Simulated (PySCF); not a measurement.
**How methods differ on the excitation energy of Nb²⁺**

Nb²⁺ [Kr] 4d3 (4F) → Nb²⁺ [Kr] 4d2 5s1 (4F), as a difference of total energies. All numbers are calculated (PySCF 2.14, a scalar-relativistic core potential, in def2-QZVPPD with the def2 core potential (28 electrons)). Correlated levels: valence and next inner shell: nothing frozen outside the core potential. The calculations carry no spin-orbit coupling.

```csv
method,excitation energy (eV)
UHF,3.041
MP2 (valence and next inner shell),2.981
SCS-MP2 (valence and next inner shell),2.997
CCSD (valence and next inner shell),2.994
CCSD(T) (valence and next inner shell),2.978
```

Task: How much does correlation contribute at CCSD(T) (valence and next inner shell)?

Result: 2.978 − (3.041) = -0.063 eV, measured against UHF.
